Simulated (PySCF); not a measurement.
Species: C5H5N2S (doublet state).
Cartesian coordinates in Å at the GFN2-xTB level; atoms count from 1:
```
atom  x, y, z in Å
C1    -1.7196   -0.1590   -0.9891
C2    -1.9616    0.1692    0.4009
C3    -0.8488   -0.8153    0.0065
C4     0.5362   -0.3894    0.0657
N5     0.9669    0.8285   -0.0874
C6     2.3035    0.8518    0.0059
N7     2.9433   -0.2649    0.2132
S8     1.8766   -1.4953    0.3184
H9    -1.4362    0.4770   -1.8009
H10   -1.6974    1.1558    0.7664
H11   -2.7968   -0.2777    0.9224
H12   -1.0106   -1.8588    0.2480
H13    2.8401    1.7786   -0.0877
```

The hyperfine couplings belong to this conformer and change with its torsions.

As a line formula: `[CH]1C[C@@H]1c1ncns1` [radical].

Theory: PySCF 2.14.0, UKS B3LYP, pcH-1 on C H N S, non-relativistic, mean-field spin-orbit, GIAO. Geometry: GFN2-xTB, one conformer, isolated molecule. The geometry wasn't refined by DFT: couplings that depend on bond lengths, twists or pyramidal angles can differ widely from those at the functional's own minimum. No stability test was run, so a lower SCF solution isn't excluded.

Problem. Match the computed a_iso(13C) values +292.4, -21.4, +18.2, -14.7, -1.8 MHz with the sites C1; C2; C3; C4; C6.

Solution. 
```json
{"site": "C1", "a_iso (MHz)": "+292.4", "ρ(0) (bohr⁻³)": "+0.2602", "position": "largest spin population", "distance from C1 (Å)": "0.00", "spin population": "+0.95", "largest |T| (MHz)": "146.5"}
{"site": "C2", "a_iso (MHz)": "-21.4", "ρ(0) (bohr⁻³)": "-0.0190", "position": "1 bond from C1", "distance from C1 (Å)": "1.45", "spin population": "-0.04", "largest |T| (MHz)": "6.2"}
{"site": "C3", "a_iso (MHz)": "-14.7", "ρ(0) (bohr⁻³)": "-0.0131", "position": "1 bond from C1", "distance from C1 (Å)": "1.48", "spin population": "-0.02", "largest |T| (MHz)": "4.7"}
{"site": "C4", "a_iso (MHz)": "+18.2", "ρ(0) (bohr⁻³)": "+0.0162", "position": "2 bonds from C1", "distance from C1 (Å)": "2.50", "spin population": "0.00", "largest |T| (MHz)": "4.9"}
{"site": "C6", "a_iso (MHz)": "-1.8", "ρ(0) (bohr⁻³)": "-0.0016", "position": "4 bonds from C1", "distance from C1 (Å)": "4.27", "spin population": "-0.01", "largest |T| (MHz)": "2.1"}
```

Problem. Match the computed a_iso(1H) values +91.3, +67.3, +62.3, -4.2, +0.8 MHz with the sites H9; H10; H11; H12; H13.

Solution. 
```
site  a_iso (MHz)  ρ(0) (bohr⁻³)            position  distance from C1 (Å)  bound to  spin population there  largest |T| (MHz)
  H9         -4.2        -0.0009   α, 1 bond from C1                  1.07        C1                  +0.95               37.9
 H10        +62.3        +0.0139  β, 2 bonds from C1                  2.19        C2                  -0.04                7.4
 H11        +91.3        +0.0204  β, 2 bonds from C1                  2.20        C2                  -0.04               10.6
 H12        +67.3        +0.0151  β, 2 bonds from C1                  2.22        C3                  -0.02               10.0
 H13         +0.8        +0.0002     5 bonds from C1                  5.04        C6                  -0.01                1.1
```

ρ(0) is the spin density at the nucleus and T the dipolar tensor; a_iso includes a spin–orbit part. The largest Mulliken spin population is on C1 (+0.95). The angles at C1 add up to 321.3°, so it is pyramidal.
